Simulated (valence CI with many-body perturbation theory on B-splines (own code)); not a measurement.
The numbers below are computed, except where a source is named.
**Energy levels of Rb³²⁺**

Method: relativistic CI+MBPT: three valence electrons over a frozen Dirac-Fock core [He], a basis of 11 s, 11 p, 10 d, 8 f, 5 g, 2 h functions for each j, with the one-electron correlation potential Σ1 (screened to all orders), the two-electron term Σ2, the three-electron term Σ3, Breit, model QED; selected single and double excitations, second order for the rest, scaled by the run's own slope (own B-spline code, finite nucleus).

The last digits are not significant, and no measured levels were compared; by estimate large intervals hold to a few tenths of a per cent, small ones and those within an open d or f shell to about a per cent.

Levels 181 to 211 of 211, with energies above the lowest level, (2s^2 2p1/2) J=1/2. "Leading %" is the weight of the configuration and term that name the level; weights of strongly mixed levels are sums over their largest components and can fall short. In the jj column 3d3/2^4 stands for four electrons in 3d with j = 3/2.

| No. | Configuration | Term | J | E (eV) | Leading % | Leading jj | Second component | g |
| --- | --- | --- | --- | --- | --- | --- | --- | --- |
| 181 | 2s2p4f | ⁴G | 11/2 | 3197.4 | 100 | 2s 2p3/2 4f7/2 (100 %) |  | 1.269 |
| 182 | 2s2p4f | ⁴D | 1/2 | 3197.6 | 100 | 2s 2p3/2 4f5/2 (100 %) |  | 0.006 |
| 183 | 2s2p4f | ²G | 9/2 | 3197.7 | 81 | 2s 2p3/2 4f7/2 (52 %) | 17 % 2s2p4f ⁴F | 1.146 |
| 184 | 2s2p4f | ⁴D | 5/2 | 3198.2 | 34 | 2s 2p3/2 4f7/2 (100 %) | 34 % 2s2p4f ²F | 1.131 |
| 185 | 2s2p4f | ²D | 3/2 | 3199.4 | 76 | 2s 2p3/2 4f7/2 (100 %) | 20 % 2s2p4f ⁴D | 0.868 |
| 186 | 2s2p4s | ²P° | 1/2 | 3200.5 | 90 | 2s 2p3/2 4s (87 %) | 5 % 2s2p4d ²P° | 0.733 |
| 187 | 2s2p4s | ²P° | 3/2 | 3200.9 | 89 | 2s 2p3/2 4s (91 %) | 9 % 2s2p4s ⁴P° | 1.363 |
| 188 | 2p²4s | ⁴P | 1/2 | 3206.1 | 55 | 2p1/2^2 4s (94 %) | 24 % 2p²4s ²P | 2.035 |
| 189 | 2s2p4p | ²P | 1/2 | 3214.6 | 67 | 2s 2p3/2 4p1/2 (92 %) | 21 % 2s2p4p ²S | 1.062 |
| 190 | 2s2p4p | ²D | 3/2 | 3214.7 | 74 | 2s 2p3/2 4p1/2 (93 %) | 19 % 2s2p4p ²P | 0.928 |
| 191 | 2p²4p | ⁴D° | 1/2 | 3217.8 | 46 | 2p1/2^2 4p1/2 (94 %) | 33 % 2p²4p ²P° | 0.664 |
| 192 | 2s2p4p | ²D | 5/2 | 3221.5 | 89 | 2s 2p3/2 4p3/2 (92 %) | 7 % 2s2p4p ⁴D | 1.221 |
| 193 | 2s2p4p | ²P | 3/2 | 3223.2 | 72 | 2s 2p3/2 4p3/2 (93 %) | 22 % 2s2p4p ²D | 1.245 |
| 194 | 2s2p4p | ²S | 1/2 | 3224.4 | 68 | 2s 2p3/2 4p3/2 (90 %) | 25 % 2s2p4p ²P | 1.683 |
| 195 | 2p²4p | ⁴D° | 3/2 | 3228.0 | 25 | 2p1/2^2 4p3/2 (94 %) | 23 % 2p²4p ⁴P° | 1.338 |
| 196 | 2s2p4d | ²D° | 3/2 | 3233.5 | 87 | 2s 2p3/2 4d3/2 (88 %) | 6 % 2s2p4d ²P° | 0.824 |
| 197 | 2s2p4d | ²F° | 5/2 | 3233.8 | 80 | 2s 2p3/2 4d3/2 (92 %) | 13 % 2s2p4d ²D° | 0.913 |
| 198 | 2s2p4d | ²F° | 7/2 | 3234.9 | 90 | 2s 2p3/2 4d5/2 (92 %) | 6 % 2s2p4d ⁴F° | 1.157 |
| 199 | 2s2p4d | ²P° | 1/2 | 3235.8 | 90 | 2s 2p3/2 4d3/2 (92 %) | 8 % 2s2p4d ⁴D° | 0.632 |
| 200 | 2s2p4d | ²D° | 5/2 | 3236.5 | 78 | 2s 2p3/2 4d5/2 (93 %) | 16 % 2s2p4d ²F° | 1.162 |
| 201 | 2p²4d | ⁴F | 3/2 | 3236.8 | 40 | 2p1/2^2 4d3/2 (95 %) | 18 % 2p²4d ²D | 0.785 |
| 202 | 2s2p4d | ²P° | 3/2 | 3238.1 | 87 | 2s 2p3/2 4d5/2 (86 %) |  | 1.312 |
| 203 | 2s2p4f | ²F | 5/2 | 3240.9 | 59 | 2s 2p3/2 4f5/2 (62 %) | 7 % 2p²4d ⁴D | 0.972 |
| 204 | 2s2p4f | ²F | 5/2 | 3241.5 | 29 | 2p1/2^2 4d5/2 (64 %) | 15 % 2p²4d ⁴D | 1.094 |
| 205 | 2s2p4f | ²F | 7/2 | 3242.1 | 67 | 2s 2p3/2 4f7/2 (53 %) | 22 % 2s2p4f ²G | 1.085 |
| 206 | 2s2p4f | ²G | 7/2 | 3242.6 | 72 | 2s 2p3/2 4f5/2 (53 %) | 22 % 2s2p4f ²F | 0.960 |
| 207 | 2s2p4f | ²G | 9/2 | 3243.5 | 90 | 2s 2p3/2 4f7/2 (93 %) | 5 % 2s2p4f ⁴G | 1.121 |
| 208 | 2s2p4f | ²D | 3/2 | 3243.6 | 90 | 2s 2p3/2 4f5/2 (92 %) | 7 % 2s2p4f ⁴F | 0.779 |
| 209 | 2s2p4f | ²D | 5/2 | 3244.6 | 89 | 2s 2p3/2 4f7/2 (90 %) | 4 % 2s2p4f ²F | 1.185 |
| 210 | 2p²4f | ⁴G° | 5/2 | 3245.5 | 35 | 2p1/2^2 4f5/2 (95 %) | 18 % 2p²4f ²F° | 0.853 |
| 211 | 2p²4f | ²F° | 7/2 | 3246.9 | 25 | 2p1/2^2 4f7/2 (95 %) | 20 % 2p²4f ²G° | 1.142 |

Where two levels of one J and parity lie close, their mixing, g and order are uncertain.
